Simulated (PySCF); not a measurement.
F₃Sb, charge -1, multiplicity 2. Atoms are numbered in the order given.

```xyz
4

Sb     0.0000     0.0000    -0.2533
F      0.0000    -2.1346    -0.1678
F      0.0000     0.0000     1.7709
F      0.0000     2.1346    -0.1678
```
Charge -1, spin multiplicity 2.

The structure is a stationary point at PBE-D3(BJ)/def2-SVPD. The spin state was assumed, not searched. The isomer is the one that the SMILES or the coordinates give; other isomers of the formula were not compared. The def2 effective core potentials stand for the cores of Sb; spin–orbit coupling is left out.

All values below come from PBE-D3(BJ)/def2-SVPD (PySCF).

Frequencies are harmonic and unscaled.

Computed harmonic wavenumbers and intensities:
```json
[
 {"mode": "1", "ν (cm⁻¹)": "77", "IR (km/mol)": "15.0", "moving atoms (share of kinetic energy)": "F 78 %, Sb 22 %"},
 {"mode": "2", "ν (cm⁻¹)": "108", "IR (km/mol)": "12.1", "moving atoms (share of kinetic energy)": "F 83 %, Sb 17 %"},
 {"mode": "3", "ν (cm⁻¹)": "195", "IR (km/mol)": "0.8", "moving atoms (share of kinetic energy)": "F 96 %"},
 {"mode": "4", "ν (cm⁻¹)": "398", "IR (km/mol)": "306.9", "moving atoms (share of kinetic energy)": "F 75 %, Sb 25 %"},
 {"mode": "5", "ν (cm⁻¹)": "403", "IR (km/mol)": "1.3", "moving atoms (share of kinetic energy)": "F 100 %"},
 {"mode": "6", "ν (cm⁻¹)": "509", "IR (km/mol)": "93.8", "moving atoms (share of kinetic energy)": "F 85 %, Sb 15 %"}
]
```
